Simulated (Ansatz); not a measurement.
One change: `[OH][Ge][O][SiH3]` becomes `[SiH3][O][Ge][O][SiH3]`.

Ansatz, PBE0-D4/def2-TZVP geometries, multiplicity 1. Each molecule was computed in one conformer, which needn't be the lowest.

Scalar relativity is left out up to krypton.

```json
{"property": "HOMO energy (ωB97M-V/def2-TZVPP) / eV", "`[OH][Ge][O][SiH3]`": "-10.06"}
{"property": "LUMO energy (B3LYP/def2-TZVPP) / eV", "`[OH][Ge][O][SiH3]`": "-2.06"}
{"property": "HOMO energy (PBE/def2-TZVPP) / eV", "`[OH][Ge][O][SiH3]`": "-6.62"}
{"property": "LUMO energy (ωB97M-V/def2-TZVPP) / eV", "`[OH][Ge][O][SiH3]`": "0.15"}
{"property": "size of the dipole moment (ωB97M-V/def2-TZVPP) / D", "`[OH][Ge][O][SiH3]`": "0.66"}
{"property": "LUMO energy (PBE/def2-TZVPP) / eV", "`[OH][Ge][O][SiH3]`": "-2.60"}
```

(1) What does the change do to each property? (Estimate.)

## Answers

(1) The calculation gave: 
```tsv
property	`[SiH3][O][Ge][O][SiH3]`	shift
HOMO energy (ωB97M-V/def2-TZVPP) / eV	-10.20	-0.14
LUMO energy (B3LYP/def2-TZVPP) / eV	-2.28	-0.22
HOMO energy (PBE/def2-TZVPP) / eV	-6.79	-0.17
LUMO energy (ωB97M-V/def2-TZVPP) / eV	-0.10	-0.25
size of the dipole moment (ωB97M-V/def2-TZVPP) / D	1.27	0.61
LUMO energy (PBE/def2-TZVPP) / eV	-2.84	-0.24
```

With PBE0 the HOMO falls by 0.15 eV and the LUMO falls by 0.23 eV, so the gap narrows by about 0.08 eV. PBE moves the HOMO by -0.17 eV and ωB97M-V by -0.14 eV. The zero-point energy changes by 41.6 kJ/mol with +9 modes. Dipoles are sizes alone; their direction can turn.

B3LYP here is the variant with VWN-RPA as its local correlation; programs differ in this.
